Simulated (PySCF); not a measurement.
C2H7AsOSi.
Structure used (PBE0-D3(BJ)/def2-SVP), in Å, numbered top down from 1:
```xyz
12
C2H7AsOSi angstrom
C     -2.040   -0.319   -0.047
C     -0.645   -0.191    0.501
O     -0.335   -0.619    1.591
Si     0.746    0.681   -0.549
As     2.646    0.481    0.836
H     -2.445    0.678   -0.287
H     -2.019   -0.888   -0.991
H     -2.689   -0.825    0.683
H      0.842    0.036   -1.897
H      0.385    2.119   -0.762
H      3.590    0.862   -0.305
H      2.759   -1.005    0.514
```

Linear response at PBE0/def2-SVPD (PySCF, frozen core in the response, non-relativistic). The PBE0/def2-SVPD calculation is non-relativistic and has no spin–orbit coupling, an omission that weighs most on arsenic.

Static isotropic polarisability: 91.10 au (13.50 Å³), principal values 72.0, 88.7, 112.5 au.

What is the polarisability at 1064 nm and at the sodium D line?

92.20 au at 1064 nm (+1.2 %), 94.87 au at 589.3 nm (+4.1 %). The rise at 589.3 nm is 3.41 times that at 1064 nm; a pure ω² law gives 3.26. The lowest singlet lies at 347 nm, shorter than both wavelengths.

What is the isotropic C6 coefficient between two such molecules, C6 = (3/π)∫α(iω)² dω?

2793 au (Eh·bohr⁶) by a ten-point quadrature over imaginary frequencies, which is 1670 eV·Å⁶ or 161 J·nm⁶/mol.

Which effective excitation energy ω̄ makes London's formula C6 = (3/4)α²ω̄ exact here?

ω̄ = 4·C6/(3α²) = 0.449 Eh = 12.2 eV. A one-pole form α(ω) = α/(1 − ω²/ω̄²) fitted to the 1064 nm value gives 10.6 eV. London's choice of the ionisation energy (8.94 eV, ΔSCF at the same level) gives C6 = 2040 au, 27 % too low.

How many electrons N does the Slater–Kirkwood formula C6 = (3/4)·√N·α^(3/2) need to give this C6?

N = (4·C6/3)²/α³ = 18.4; the species has 74 electrons in all.

The lowest 10 singlets have (eV, f): 3.57, 0.001; 5.15, 0.004; 5.83, 0.010; 6.05, 0.010; 6.33, 0.016; 6.36, 0.009; 6.47, 0.139; 6.56, 0.083; 6.84, 0.049; 6.93, 0.135. What share of the static polarisability do they carry in the sum over states α = Σ f/ω²?

7.75 au, 8.5 % of α; the largest term, 2.45 au, is that of the state at 6.47 eV. Their oscillator strengths add up to 0.45. Higher states carry the rest.

What molar refraction at the D line follows from R = (4π/3)·N_A·α′, with α′ the polarisability volume?

α′ = 14.06 Å³ gives R = 35.46 cm³/mol, for isolated, non-vibrating species.

What three-body coefficient follows from the one-pole estimate C9 = (3/4)·α·C6?

191000 au. This is an estimate from the two numbers above, not a computed integral.

One conformer stands for the species.
